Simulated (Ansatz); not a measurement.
Consider the ligand exchange at the In–C bond: `[SiH3][CH2][InH2]` + NH₃ → `[NH2][InH2]` + `C[SiH3]`.

Gas-phase electronic energies from Ansatz, PBE0-D4/def2-TZVP geometries. CCSD(T)/CBS is the MP2 limit (def2-TZVPP, def2-QZVPP) plus CCSD(T) − MP2 in def2-TZVPP, frozen cores. This one scheme is used for every species. Functionals use def2-TZVPP. def2 core potentials past Kr. For In outer-core shells are correlated without core-valence functions, which leaves a few kJ/mol of doubt a bond.

`[SiH3][CH2][InH2]`:

```xyz
10

Si   -0.759   -0.107   -1.282
C     0.767   -0.232   -0.225
In    0.410    0.313    1.835
H    -0.517   -0.480   -2.704
H    -1.292    1.285   -1.262
H    -1.830   -1.000   -0.756
H     1.539    0.430   -0.627
H     1.141   -1.259   -0.249
H    -0.064   -0.909    2.957
H     0.606    1.960    2.313
```

NH₃:

```xyz
4

N     0.033    0.061    0.273
H    -0.411   -0.839    0.140
H    -0.542    0.748   -0.200
H     0.920    0.030   -0.214
```

`[NH2][InH2]`:

Cartesian coordinates in Å:
```
N 0.296 -1.000 0.162
In -0.266 0.902 -0.145
H 1.115 -1.422 -0.242
H -0.208 -1.655 0.735
H -1.705 1.369 0.657
H 0.767 1.806 -1.168
```

`C[SiH3]`:

Z-matrix (Å, degrees):
```
C
Si 1 1.871
H 1 1.092 2 110.8
H 1 1.092 2 110.8 3 -120.0
H 1 1.092 2 110.8 3 120.0
H 2 1.488 1 110.7 3 -179.9
H 2 1.488 1 110.7 3 -59.9
H 2 1.488 1 110.7 3 60.1
```

```csv
species,PBE-QIDH energy (Eh)
`[SiH3][CH2][InH2]`,-521.46144
NH₃,-56.50944
`[NH2][InH2]`,-247.01875
`C[SiH3]`,-330.96297
```

(1) Work out ΔE.

Largest T1 diagnostic among the species: 0.016.

Answers

(1) ΔE = (-247.01875) + (-330.96297) − (-521.46144) − (-56.50944) = -0.01084 Eh = -6.8 kcal/mol. CCSD(T)/CBS gives -7.0 kcal/mol.

In def2-TZVPP, CCSD(T) changes the Hartree–Fock value by +2.2 kcal/mol (the triples alone add +0.2 kcal/mol) and MP2 by +2.5 kcal/mol. From BLYP to BHLYP (50 % exact exchange), in def2-TZVPP and without D4, ΔE moves by +1.2 kcal/mol. The D4 term adds +1.2 kcal/mol with B3LYP and +0.7 kcal/mol with PBE0; it sums over pairs of atoms, weighted by their polarisabilities, and B3LYP, whose exchange is more repulsive, gets the larger term.

B3LYP here is the variant with VWN-RPA as its local correlation; programs differ in this.
